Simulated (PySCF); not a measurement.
Job file and geometry (Å, from GFN2-xTB) of an NMR shielding run on SMILES C=CP(CC)C(C)C, C$_{7}$H$_{15}$P, GIAO PBE0/pcSseg-1 NMR shielding, non-relativistic, gas phase (PySCF); density fitting, a coarse starting grid and PySCF grid level 2 are the driver's defaults:

```
$ OMP_NUM_THREADS=1 python probes_run.py task.json out

{"job": {"kind": "nmr", "xc": "PBE0", "basis": "pcSseg-1"}, "charge": 0, "multiplicity": 1}
C      1.171816     2.589672     0.592969
C      0.733721     1.357349     0.786595
P      0.097093     0.314362    -0.571120
C      1.324673    -1.077275    -0.346045
C      2.707037    -0.650371    -0.820216
C     -1.346343    -0.427180     0.381560
C     -2.356229     0.677431     0.676292
C     -1.997683    -1.542530    -0.428032
H      1.558577     3.200219     1.394853
H      1.159215     3.039838    -0.386299
H      0.749426     0.908076     1.776049
H      1.351911    -1.378963     0.705723
H      0.980732    -1.927410    -0.939815
H      3.060509     0.205844    -0.248118
H      3.421890    -1.463375    -0.705030
H      2.674392    -0.365381    -1.869930
H     -0.967758    -0.835802     1.328094
H     -1.897225     1.480059     1.251455
H     -3.200093     0.284273     1.241647
H     -2.733721     1.098814    -0.253700
H     -2.328118    -1.162120    -1.392920
H     -2.865291    -1.936695     0.099604
H     -1.303283    -2.361850    -0.600943
```

Question: Write the output of this run.

Answer: 
```
coarse grid: 18528 points
cycle   1  E = -616.4677490579  dE =  5.938e-01  |g| = 4.827e-01  |ddm| = 4.173e+00
cycle   2  E = -616.4595338576  dE =  8.215e-03  |g| = 5.231e-01  |ddm| = 9.015e-01
cycle   3  E = -616.5308091720  dE = -7.128e-02  |g| = 4.742e-02  |ddm| = 4.862e-01
cycle   4  E = -616.5310768551  dE = -2.677e-04  |g| = 3.510e-02  |ddm| = 8.473e-02
cycle   5  E = -616.5313814386  dE = -3.046e-04  |g| = 6.809e-03  |ddm| = 3.221e-02
cycle   6  E = -616.5313923630  dE = -1.092e-05  |g| = 2.408e-03  |ddm| = 9.054e-03
cycle   7  E = -616.5313937535  dE = -1.391e-06  |g| = 4.318e-04  |ddm| = 2.767e-03
final grid: 170968 points
cycle   8  E = -616.5829171187  dE = -6.450e-05  |g| = 1.077e-02  |ddm| = 4.873e-02
cycle   9  E = -616.5829086222  dE =  8.496e-06  |g| = 1.230e-02  |ddm| = 2.048e-02
cycle  10  E = -616.5829471867  dE = -3.856e-05  |g| = 7.996e-04  |ddm| = 1.148e-02
cycle  11  E = -616.5829473240  dE = -1.373e-07  |g| = 3.642e-04  |ddm| = 1.293e-03
cycle  12  E = -616.5829473553  dE = -3.134e-08  |g| = 1.073e-04  |ddm| = 3.446e-04
cycle  13  E = -616.5829473580  dE = -2.704e-09  |g| = 3.334e-05  |ddm| = 1.391e-04
cycle  14  E = -616.5829473583  dE = -2.824e-10  |g| = 7.470e-06  |ddm| = 3.928e-05
converged SCF energy = -616.5829473583

GIAO shielding tensors (ppm)
atom      isotropic    diamagn.    paramagn.     s11        s22        s33       span
  0 C       45.788     254.378    -208.590    -80.373     59.213    158.524    238.897
  1 C       33.101     264.555    -231.454    -79.905     33.624    145.584    225.489
  2 P      342.973     970.066    -627.093    314.979    341.437    372.503     57.524
  3 C      160.157     255.668     -95.510    147.305    160.028    173.140     25.835
  4 C      174.260     246.337     -72.077    164.335    170.744    187.701     23.366
  5 C      149.977     253.447    -103.470    135.660    150.931    163.339     27.679
  6 C      163.951     248.224     -84.273    150.323    156.468    185.062     34.738
  7 C      165.790     248.114     -82.324    154.115    156.477    186.778     32.663
  8 H       25.408      29.434      -4.026     21.484     24.691     30.050      8.566
  9 H       25.462      32.307      -6.844     20.939     24.960     30.488      9.549
 10 H       25.386      35.016      -9.630     20.940     25.789     29.428      8.488
 11 H       30.586      34.771      -4.184     25.846     30.726     35.187      9.342
 12 H       30.008      34.069      -4.061     24.156     30.697     35.171     11.015
 13 H       30.679      30.404       0.274     25.133     31.302     35.601     10.468
 14 H       30.405      27.806       2.599     25.154     27.392     38.670     13.516
 15 H       30.800      29.819       0.982     26.271     28.763     37.367     11.096
 16 H       30.364      35.752      -5.389     27.847     29.020     34.224      6.378
 17 H       30.403      31.513      -1.110     24.435     30.791     35.984     11.549
 18 H       30.599      29.970       0.630     26.128     27.616     38.054     11.926
 19 H       30.939      31.132      -0.193     27.409     28.777     36.630      9.220
 20 H       30.838      31.221      -0.383     27.092     28.790     36.634      9.542
 21 H       30.477      29.963       0.514     25.950     27.632     37.849     11.899
 22 H       30.391      31.948      -1.557     24.462     30.352     36.358     11.896
```

Size and cost of the density-fitted run: 218 basis functions, 49 s wall time on 1 thread of an Arm Neoverse V2, shared host; peak memory 0.97 GiB.
